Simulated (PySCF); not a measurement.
# Nonlinear optical response: `CSc1ccc(C=O)cc1`, C₈H₈OS

Molfile (atoms numbered from 1):
```
C8H8OS
     RDKit          3D

 18 18  0  0  0  0  0  0  0  0999 V2000
   -3.2650   -0.1879    0.7173 C   0  0  0  0  0  0  0  0  0  0  0  0
   -2.4549   -0.3176   -0.8823 S   0  0  0  0  0  0  0  0  0  0  0  0
   -0.7530   -0.1381   -0.4998 C   0  0  0  0  0  0  0  0  0  0  0  0
   -0.2458    0.0547    0.7963 C   0  0  0  0  0  0  0  0  0  0  0  0
    1.1210    0.1856    0.9941 C   0  0  0  0  0  0  0  0  0  0  0  0
    2.0095    0.1282   -0.0854 C   0  0  0  0  0  0  0  0  0  0  0  0
    3.4591    0.2683    0.1396 C   0  0  0  0  0  0  0  0  0  0  0  0
    3.9747    0.4345    1.2179 O   0  0  0  0  0  0  0  0  0  0  0  0
    1.5017   -0.0639   -1.3765 C   0  0  0  0  0  0  0  0  0  0  0  0
    0.1383   -0.1959   -1.5861 C   0  0  0  0  0  0  0  0  0  0  0  0
   -3.0917    0.7927    1.1839 H   0  0  0  0  0  0  0  0  0  0  0  0
   -4.3389   -0.2950    0.5119 H   0  0  0  0  0  0  0  0  0  0  0  0
   -2.9547   -0.9935    1.3985 H   0  0  0  0  0  0  0  0  0  0  0  0
   -0.9164    0.1030    1.6546 H   0  0  0  0  0  0  0  0  0  0  0  0
    1.5336    0.3359    1.9948 H   0  0  0  0  0  0  0  0  0  0  0  0
    4.0797    0.2081   -0.7926 H   0  0  0  0  0  0  0  0  0  0  0  0
    2.1898   -0.1098   -2.2261 H   0  0  0  0  0  0  0  0  0  0  0  0
   -0.2519   -0.3456   -2.5959 H   0  0  0  0  0  0  0  0  0  0  0  0
  1  2  1  0
  2  3  1  0
  3  4  1  0
  4  5  2  0
  5  6  1  0
  6  7  1  0
  7  8  2  0
  6  9  2  0
  9 10  1  0
 10  3  2  0
  1 11  1  0
  1 12  1  0
  1 13  1  0
  4 14  1  0
  5 15  1  0
  7 16  1  0
  9 17  1  0
 10 18  1  0
M  END
```

Method: PySCF 2.14.0, quadratic response CAM-B3LYP/aug-cc-pVDZ first hyperpolarisability, Taylor convention, gas phase. Geometry: PBE0-D3(BJ)/def2-SVP.

(1) Give β for the processes computed.

(2) Which lowest excitations, dipole and polarisabilities go with it?

## Answers

(1) In au, Taylor convention; the vector part is βᵢ = ⅓ Σⱼ (βᵢⱼⱼ + βⱼᵢⱼ + βⱼⱼᵢ); β∥ is 3/5 of the vector part along the dipole, the dipole points from − to +:
| process | λ (nm) | β vector norm | β∥ | β HRS | depolarisation ratio |
| --- | --- | --- | --- | --- | --- |
| static β(0;0,0) | ∞ | 1395.7 | 809.8 | 608.5 | 4.28 |
| second harmonic β(−2ω;ω,ω) | 1907 | 1591.5 | 925.5 | 690.9 | 4.34 |
| Pockels β(−ω;ω,0) | 1907 | 1456.8 | 845.9 | – | – |
| second harmonic β(−2ω;ω,ω) | 1064 | 2203.2 | 1287.2 | 947.8 | 4.50 |
| Pockels β(−ω;ω,0) | 1064 | 1606.7 | 934.6 | – | – |

(2) S1 3.90 eV (f = 0.000); S2 4.47 eV (f = 0.439); S3 4.79 eV (f = 0.023); dipole 3.42 D; isotropic α 127.1 au static, 127.9 au at 1907 nm, 129.6 au at 1064 nm, 130.2 au at 953.5 nm, 138.6 au at 532 nm.
